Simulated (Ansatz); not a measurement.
The inner images of a band of BH$_{5}$N$_{2}$O (9 atoms, charge 0, multiplicity 1) are given out of order.

Computed with Ansatz, RKS PBE0-D4/cc-pVDZ.

First end point:

```xyz
9
Properties=species:S:1:pos:R:3
N -0.401 0.850 -0.830
B -0.087 -0.094 0.197
N 1.156 -0.781 0.226
O -0.973 -0.377 1.226
H -1.358 1.116 -1.017
H 0.170 0.912 -1.662
H 1.434 -1.279 1.059
H 1.930 -0.532 -0.370
H -1.782 0.138 1.154
```

Last end point:

```xyz
9
Properties=species:S:1:pos:R:3
N -0.400 0.849 -0.831
B -0.087 -0.093 0.198
N 1.153 -0.785 0.224
O -0.971 -0.370 1.230
H 0.167 0.905 -1.666
H -1.356 1.122 -1.014
H 1.431 -1.284 1.057
H 1.928 -0.538 -0.373
H -1.778 0.146 1.158
```

Problem. Put them in order from the first end to the last, with their energies above the first end.
A.
```xyz
9
Properties=species:S:1:pos:R:3
N -0.512 0.764 -0.873
B -0.015 0.016 0.247
N 0.520 -1.287 0.098
O -0.094 0.523 1.535
H -0.456 0.359 -1.798
H -0.344 1.762 -0.909
H 0.827 -1.816 0.901
H 0.849 -1.649 -0.783
H -0.686 1.281 1.565
```
B.
```xyz
9
Properties=species:S:1:pos:R:3
N -0.420 0.904 -0.791
B -0.087 -0.053 0.231
N 1.140 -0.757 0.227
O -0.944 -0.277 1.297
H -1.351 0.875 -1.189
H 0.263 1.090 -1.514
H 1.384 -1.388 0.976
H 1.707 -0.861 -0.601
H -1.604 0.422 1.346
```
C.
```xyz
9
Properties=species:S:1:pos:R:3
N -0.591 0.818 -0.827
B -0.057 0.019 0.276
N 0.687 -1.164 0.086
O -0.316 0.404 1.577
H -0.723 0.298 -1.690
H -0.019 1.628 -1.056
H 1.009 -1.724 0.863
H 1.081 -1.425 -0.805
H -0.983 1.100 1.560
```
D.
```xyz
9
Properties=species:S:1:pos:R:3
N -0.570 0.905 -0.788
B -0.085 0.011 0.288
N 0.865 -1.012 0.100
O -0.587 0.180 1.560
H -0.985 0.369 -1.551
H 0.203 1.412 -1.219
H 1.175 -1.606 0.857
H 1.290 -1.214 -0.791
H -1.218 0.908 1.528
```
E.
```xyz
9
Properties=species:S:1:pos:R:3
N -0.486 0.939 -0.770
B -0.091 -0.015 0.269
N 1.023 -0.873 0.153
O -0.811 -0.066 1.446
H -1.208 0.577 -1.391
H 0.282 1.238 -1.364
H 1.298 -1.496 0.899
H 1.498 -1.035 -0.721
H -1.416 0.685 1.462
```

Solution. B (+0.042 eV), E (+0.202 eV), D (+0.296 eV), C (+0.187 eV), A (+0.025 eV).

Run time: 3 min on 1 thread of Arm Neoverse V1 (shared host), peak memory 0.15 GiB.
